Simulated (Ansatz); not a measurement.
Born–Oppenheimer molecular dynamics of BCl2H2N (6 atoms, charge 0, multiplicity 1). It goes on from the last frame of an earlier run, with new velocities.

Theory: Ansatz 0.2.0, RKS BHLYP-D4/def2-SVP.

* ensemble: NVT, Langevin thermostat
* time step: 0.5 fs
* steps asked: 100
* set temperature: 3000 K
* friction: 0.02 /fs
* seed: 115411

First frame:

```xyz
6
Properties=species:S:1:pos:R:3
B -0.016 -0.151 -0.003
Cl -0.002 -0.339 1.680
Cl 1.312 0.449 -0.735
N -1.174 -0.378 -0.653
H -1.965 -0.448 -0.037
H -1.556 -0.296 -1.639
```

**Question.** How far do the bonds stretch over the last three quarters of this one trajectory? (Pairs bonded in most of those frames.)

**Answer.** 
| bond | mean (Å) | spread (Å) | shortest | longest |
| --- | --- | --- | --- | --- |
| B1–Cl2 | 1.806 | 0.052 | 1.73 | 1.91 |
| B1–Cl3 | 1.829 | 0.125 | 1.63 | 1.98 |
| B1–N4 | 1.405 | 0.075 | 1.25 | 1.51 |
| N4–H5 | 1.025 | 0.037 | 0.94 | 1.10 |
| N4–H6 | 1.061 | 0.114 | 0.86 | 1.23 |

Mean temperature of the second half: 1787 K. The mean temperature of the second half is 40 % below the set value. A run of 0.05 ps of so small a system gives no equilibrium averages.

Time of the run: 2.9 min on 1 thread of Intel(R) Xeon(R) Platinum 8488C (Sapphire Rapids), on a shared host, peak memory 0.15 GiB.
